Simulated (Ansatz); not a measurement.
A nudged elastic band was laid between two geometries of BrH + Cl2GaH (6 atoms, charge 0, multiplicity 1).

Computed with RKS B3LYP/def2-SVP in Ansatz 0.2.0.

```yaml
movable_images: 9
climbing_image: yes
spring: 5.0 eV/Å²
optimiser: quadratic models (default)
start_path: through a guess of the saddle point
force_threshold: 0.05 eV/Å
iteration_limit: 32
end_points: relaxed
```

Image 0:

```xyz
6
Properties=species:S:1:pos:R:3
Ga 0.002 0.259 -0.021
H -0.002 0.803 1.435
Cl 1.823 0.139 -1.181
Cl -1.827 0.051 -1.156
Br 0.074 -2.615 1.053
H 0.086 -2.180 2.416
```

Image 10:

```xyz
6
Properties=species:S:1:pos:R:3
Ga 0.024 -0.832 -0.509
H 0.021 0.329 2.249
Cl 1.840 0.237 -0.892
Cl -1.846 0.152 -0.864
Br 0.080 -3.016 0.147
H 0.038 -0.414 2.415
```

(1) What changes between the two ends?

(2) What energy profile does the band end with?

(3) What is the geometry of the highest image?

(4) What are the harmonic wavenumbers there?

The band took 7 iterations and about 10 core-minutes.

Answers

(1) Bonds broken: Ga1–H2, Br5–H6. Bonds formed: Ga1–Br5, H2–H6. BrH + Cl2GaH becomes BrCl2Ga + H2.

(2) The run converged. The highest image is number 5 of 0 to 10, 62.9 kJ/mol above the first end and 134.6 kJ/mol above the last; the last end lies 71.7 kJ/mol below the first. A vibrational analysis at the climbing image gives one clearly imaginary mode, 987i cm⁻¹: a first-order saddle point. The orbitals stay closed-shell, which can raise the energy where a bond breaks towards radicals; this wasn't checked here.

```tsv
image	path coordinate (Å)	energy (kJ/mol)	Ga1–H2 (Å)	Br5–H6 (Å)	Ga1–Br5 (Å)
0	0.00	0.0	1.55	1.43	3.07
1	0.34	1.9	1.56	1.43	3.05
2	0.68	7.8	1.56	1.43	3.07
3	1.02	17.9	1.56	1.44	3.02
4	1.36	38.9	1.59	1.49	2.82
5	1.70	62.9	1.69	1.68	2.62
6	2.07	16.7	1.88	2.01	2.46
7	2.44	-40.3	2.14	2.35	2.34
8	2.81	-64.3	2.41	2.73	2.30
9	3.17	-70.8	2.68	3.12	2.29
10	3.54	-71.7	2.99	3.45	2.28
```

(3) 
```xyz
6
Properties=species:S:1:pos:R:3
Ga 0.015 -0.229 -0.008
H 0.022 0.055 1.656
Cl 1.883 0.200 -0.975
Cl -1.885 0.120 -0.946
Br 0.074 -2.615 1.077
H 0.046 -1.074 1.742
```

(4) 987i, 78, 104, 137, 255, 389, 412, 457, 962, 971, 1301, 1696 cm⁻¹.

The run took 5.1 min on 2 threads of Arm Neoverse V1, on a shared host, peak memory 0.31 GiB.
